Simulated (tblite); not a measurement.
Compound: C7H13N3.
Atom-mapped SMILES: `[CH3:1][CH2:2][CH2:3][CH2:4][n:5]1[n:6][n:7][cH:8][c:9]1[CH3:10]` (hydrogens: H11, H12, H13 on C1; H14, H15 on C2; H16, H17 on C3; H18, H19 on C4; H20 on C8; H21, H22, H23 on C10)

Cartesian coordinates in Å at the GFN2-xTB level; atoms count from 1:
```
atom  x, y, z in Å
C1    -3.3879    0.7128    0.5529
C2    -2.3508    0.2684   -0.4711
C3    -1.0338   -0.1168    0.1965
C4    -0.0022   -0.5990   -0.8270
N5     1.2251   -0.9786   -0.1869
N6     1.4093   -2.2161    0.2663
N7     2.5538   -2.2846    0.8307
C8     3.1515   -1.0816    0.7630
C9     2.3055   -0.2112    0.1073
C10    2.4395    1.2159   -0.2685
H11   -3.0309    1.5759    1.1107
H12   -4.3181    0.9843    0.0599
H13   -3.5938   -0.0889    1.2581
H14   -2.7343   -0.5885   -1.0287
H15   -2.1753    1.0772   -1.1846
H16   -0.6342    0.7422    0.7410
H17   -1.2071   -0.9172    0.9184
H18    0.2046    0.1852   -1.5608
H19   -0.3830   -1.4834   -1.3438
H20    4.1250   -0.9121    1.1737
H21    3.3946    1.5958    0.0831
H22    1.6418    1.8139    0.1716
H23    2.3959    1.3333   -1.3519
```

All values are computed: GFN2-xTB (tblite) harmonic vibrations without scaling, gas phase. Errors from tens to a few hundred cm⁻¹ against measured bands are possible. One conformer, not necessarily the lowest.

Harmonic wavenumbers (cm⁻¹): 37.6, 63.9, 82.8, 103.5, 114.1, 214.0, 229.0, 245.5, 266.2, 333.8, 390.7, 430.5, 630.2, 674.1, 690.7, 774.1, 792.1, 825.4, 828.9, 940.6, 945.0, 960.7, 1001.2, 1035.2, 1060.3, 1079.9, 1101.8, 1109.0, 1130.4, 1188.2, 1212.1, 1253.7, 1266.1, 1277.5, 1289.8, 1310.9, 1334.3, 1365.3, 1367.2, 1403.4, 1417.8, 1440.6, 1447.3, 1475.6, 1479.0, 1492.0, 1496.9, 1502.7, 1504.9, 1560.3, 2959.3, 2964.5, 2974.3, 2982.9, 2988.8, 2992.1, 2996.4, 3008.5, 3033.2, 3039.2, 3043.5, 3058.2, 3187.0.

A = 2753, B = 679.0, C = 596.5 MHz; mass 139.111 u (most abundant isotopes); point group C1, symmetry number 1.

What is the zero-point energy?

Half the sum of the wavenumbers: 43202 cm⁻¹ = 516.81 kJ/mol.

Entropy at 400 K, 1 bar (ideal gas, RRHO, classical rotation)?

Translation 176.51, rotation 129.37, vibration 188.02: S = 493.9 J/(mol K).

And Cp and H(400 K) − H(0)?

Cp = 220.54 J/(mol K), of which vibrations give 187.29 (their classical limit is 63 R = 523.8); H(400 K) − H(0) = 50.98 kJ/mol without the zero-point energy, 37.68 from vibrations.

What must be added to the electronic energy to get the Gibbs energy at 400 K and 1 bar?

ZPE + [H(400 K) − H(0)] − T·S = 516.81 + 50.98 − 197.56 = 370.23 kJ/mol.

Which modes carry the vibrational entropy at 400 K?

37.6 cm⁻¹: 24.96; 63.9 cm⁻¹: 20.56; 82.8 cm⁻¹: 18.42; 103.5 cm⁻¹: 16.58; 114.1 cm⁻¹: 15.78; 214.0 cm⁻¹: 10.69 J/(mol K); the other 57 give 81.04 together.

How do the functions run with temperature in this model?

| T (K) | S (J/(mol K)) | Cp (J/(mol K)) | H − H(0) (kJ/mol) | G − H(0) (kJ/mol) | ln q(vib) |
| --- | --- | --- | --- | --- | --- |
| 50 | 255.4 | 62.0 | 2.27 | -10.50 | 0.78 |
| 100 | 306.5 | 87.1 | 6.03 | -24.62 | 2.37 |
| 298.15 | 436.9 | 169.7 | 31.10 | -99.17 | 8.39 |
| 373.15 | 479.0 | 207.3 | 45.24 | -133.52 | 10.52 |
| 500 | 548.2 | 266.4 | 75.38 | -198.70 | 14.11 |
| 750 | 673.7 | 352.1 | 153.48 | -351.76 | 21.11 |
| 1000 | 783.2 | 408.1 | 248.98 | -534.19 | 27.79 |

q(vib) and H(0) count from the zero-point level.

Hindered rotation and anharmonicity are outside this model. Other conformers, if any are populated, would add a mixing term that is left out. The structure is chiral; the term R ln 2 for an equal mix with its mirror image is left out.
